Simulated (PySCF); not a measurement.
**H⁻ (hydrogen, charge -1) across methods**

1s2, closed-shell 1S. Calculation: PySCF 2.14, in aug-cc-pVDZ-DK (3s2p, 9 functions); scalar relativity by spin-free X2C-1e. The B2PLYP total includes its PT2 part (frozen core); its orbital energies are those of the SCF part.

```
method  E (hartree)  mean ε 1s (eV)  Σ⟨r²⟩ (bohr²)   ⟨S²⟩
B2PLYP      -0.5221           0.157          18.54  0.000
  TPSS      -0.5280           1.781          18.53  0.000
  PBE0      -0.5225           0.967          18.92  0.000
M06-2X      -0.5189           0.286          18.27  0.000
   LDA      -0.5111           1.726          20.39  0.000
  BLYP      -0.5270           1.898          19.72  0.000
r2SCAN      -0.5249           1.654          19.13  0.000
   PBE      -0.5241           1.824          19.71  0.000
   UHF     -0.48678          -1.223          18.04  0.000
```

The highest occupied level is positive at B2PLYP, TPSS, PBE0, M06-2X, LDA, BLYP, r2SCAN, PBE: only the finite basis holds that electron, which in a density functional comes from self-interaction.
